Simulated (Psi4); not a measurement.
HNaO, charge -1, doublet, at a GFN2-xTB geometry (such geometries of metal compounds can be far from the true shape) (a state made from the parent by changing its charge; the spin is typed, not shown lowest) (a gas-phase anion, which may not be bound at this level), atoms displaced at random by about 0.08 Å a coordinate; PBE0/def2-SVP, gradient (Psi4).

Psi4 was given this input:
```
memory 2 GB

molecule mol {
-1 2
Na    0.034015   -0.000637   -1.196499
O    -0.010315   -0.015356    1.258455
H     0.013452   -0.078320    2.427760
symmetry c1
no_reorient
no_com
}

set {
  basis def2-svp
  reference uks
}

gradient('pbe0')
print_variables()
```

Question: What does Psi4 print? Leave out banner, timings and long lists.

Answer: 
```
gradient() will perform analytic gradient computation.

   => Loading Basis Set <=

    Name: DEF2-SVP
    Role: ORBITAL
    Keyword: BASIS

         ---------------------------------------------------------
                                   SCF
               by Justin Turney, Rob Parrish, Andy Simmonett
                          and Daniel G. A. Smith
                              UKS Reference
         ---------------------------------------------------------

  ==> Geometry <==

    Molecular point group: c1
    Full point group: C1

    Geometry (in Angstrom), charge = -1, multiplicity = 2:

       Center              X                  Y                   Z               Mass
    ------------   -----------------  -----------------  -----------------  -----------------
         NA           0.034015000000    -0.000637000000    -1.196499000000    22.989769282000
         O           -0.010315000000    -0.015356000000     1.258455000000    15.994914619570
         H            0.013452000000    -0.078320000000     2.427760000000     1.007825032230

  Running in c1 symmetry.

  Rotational constants: A =   1080.72113  B =      0.26255  C =      0.26249 [cm^-1]
  Rotational constants: A = 32399204.46063  B =   7871.09798  C =   7869.25195 [MHz]
  Nuclear repulsion =   24.185580398521783

  Charge       = -1
  Multiplicity = 2
  Electrons    = 21
  Nalpha       = 11
  Nbeta        = 10

  ==> Algorithm <==

  SCF Algorithm Type is DF.
  DIIS enabled.
  MOM disabled.
  Fractional occupation disabled.
  Guess Type is SAD.
  Energy threshold   = 1.00e-08
  Density threshold  = 1.00e-08
  Integral threshold = 1.00e-12

  ==> Primary Basis <==

  Basis Set: DEF2-SVP
    Blend: DEF2-SVP
    Number of shells: 16
    Number of basis functions: 34
    Number of Cartesian functions: 36
    Spherical Harmonics?: true
    Max angular momentum: 2

  ==> DFT Potential <==

   => LibXC <=

    Version 7.1.2
    S. Lehtola, C. Steigemann, M. J. T. Oliveira, and M. A. L. Marques,  SoftwareX 7, 1–5 (2018) (10.1016/j.softx.2017.11.002)

   => Composite Functional: PBE0 <=

    PBE0 Hyb-GGA Exchange-Correlation Functional

    C. Adamo and V. Barone,  J. Chem. Phys. 110, 6158 (1999) (10.1063/1.478522)
    M. Ernzerhof and G. E. Scuseria,  J. Chem. Phys. 110, 5029 (1999) (10.1063/1.478401)

    Deriv               =              1
    GGA                 =           TRUE
    Meta                =          FALSE

    Exchange Hybrid     =           TRUE
    MP2 Hybrid          =          FALSE

   => Exchange Functionals <=

    0.7500   Perdew, Burke & Ernzerhof

   => Exact (HF) Exchange <=

    0.2500               HF

   => Correlation Functionals <=

    1.0000   Perdew, Burke & Ernzerhof

   => LibXC Density Thresholds  <==

    XC_HYB_GGA_XC_PBEH:  1.00E-15

   => Molecular Quadrature <=

    Radial Scheme          =       TREUTLER
    Pruning Scheme         =           NONE
    Nuclear Scheme         =       TREUTLER

    Blocking Scheme        =         OCTREE
    BS radius alpha        =              1
    Pruning alpha          =              1
    Radial Points          =             75
    Spherical Points       =            302
    Total Points           =          65305
    Total Blocks           =            562
    Max Points             =            255
    Max Functions          =             34
    Weights Tolerance      =       1.00E-15

   => Loading Basis Set <=

    Name: (DEF2-SVP AUX)
    Role: JKFIT
    Keyword: DF_BASIS_SCF

  ==> Integral Setup <==

  SCF_SUBTYPE=INCORE selected. In-core MEM_DF algorithm will be used.
  Using in-core AOs.

  ==> MemDFJK: Density-Fitted J/K Matrices <==

    J tasked:                   Yes
    K tasked:                   Yes
    wK tasked:                   No
    Algorithm:                 Core
    Schwarz Cutoff:           1E-12
    Mask sparsity (%):       0.6920
    Fitting Condition:        1E-10

   => Auxiliary Basis Set <=

  Basis Set: (DEF2-SVP AUX)
[...]
  @DF-UKS Final Energy:  -237.77330523950772
    Total Energy =                       -237.7733052395077209
[...]
 Magnitude           :                                                    0.8491287

 ------------------------------------------------------------------------------------

         ------------------------------------------------------------
                                   SCF GRAD
                          Rob Parrish, Justin Turney,
                       Andy Simmonett, and Alex Sokolov
         ------------------------------------------------------------

  ==> Geometry <==

    Molecular point group: c1
    Full point group: C1

    Geometry (in Angstrom), charge = -1, multiplicity = 2:

       Center              X                  Y                   Z               Mass
    ------------   -----------------  -----------------  -----------------  -----------------
         NA           0.034015000000    -0.000637000000    -1.196499000000    22.989769282000
         O           -0.010315000000    -0.015356000000     1.258455000000    15.994914619570
         H            0.013452000000    -0.078320000000     2.427760000000     1.007825032230

  Nuclear repulsion =   24.185580398521783

  ==> Basis Set <==

  Basis Set: DEF2-SVP
    Blend: DEF2-SVP
    Number of shells: 16
    Number of basis functions: 34
    Number of Cartesian functions: 36
    Spherical Harmonics?: true
    Max angular momentum: 2

  ==> DFJKGrad: Density-Fitted SCF Gradients <==

    Gradient:                    1
    J tasked:                  Yes
    K tasked:                  Yes
    wK tasked:                  No
    Integrals threads:           1
    Schwarz Cutoff:          1E-12
    Fitting Condition:       1E-10

   => Auxiliary Basis Set <=

  Basis Set: (DEF2-SVP AUX)
    Blend: DEF2-UNIVERSAL-JKFIT
    Number of shells: 65
    Number of basis functions: 207
    Number of Cartesian functions: 250
    Spherical Harmonics?: true
    Max angular momentum: 4

  ==> DFT Potential <==

   => LibXC <=

    Version 7.1.2
    S. Lehtola, C. Steigemann, M. J. T. Oliveira, and M. A. L. Marques,  SoftwareX 7, 1–5 (2018) (10.1016/j.softx.2017.11.002)

   => Composite Functional: PBE0 <=

    PBE0 Hyb-GGA Exchange-Correlation Functional

    C. Adamo and V. Barone,  J. Chem. Phys. 110, 6158 (1999) (10.1063/1.478522)
    M. Ernzerhof and G. E. Scuseria,  J. Chem. Phys. 110, 5029 (1999) (10.1063/1.478401)

    Deriv               =              1
    GGA                 =           TRUE
    Meta                =          FALSE

    Exchange Hybrid     =           TRUE
    MP2 Hybrid          =          FALSE

   => Exchange Functionals <=

    0.7500   Perdew, Burke & Ernzerhof

   => Exact (HF) Exchange <=

    0.2500               HF

   => Correlation Functionals <=

    1.0000   Perdew, Burke & Ernzerhof

   => LibXC Density Thresholds  <==

    XC_HYB_GGA_XC_PBEH:  1.00E-15

   => Molecular Quadrature <=

    Radial Scheme          =       TREUTLER
    Pruning Scheme         =           NONE
    Nuclear Scheme         =       TREUTLER

    Blocking Scheme        =         OCTREE
    BS radius alpha        =              1
    Pruning alpha          =              1
    Radial Points          =             75
    Spherical Points       =            302
    Total Points           =          65305
    Total Blocks           =            562
    Max Points             =            255
    Max Functions          =             34
    Weights Tolerance      =       1.00E-15

  -Total Gradient:
     Atom            X                  Y                   Z
    ------   -----------------  -----------------  -----------------
       1        0.000398660946     0.000388077995    -0.031047371659
       2       -0.002216034203     0.004881547670    -0.074325868149
       3        0.001803336978    -0.005253518745     0.105422066569

  Variable Map:
  ----------------------------------------------------------------------------
[...]
  Array Variable Map:
  ----------------------------------------------------------------------------
[...]
[...]
```
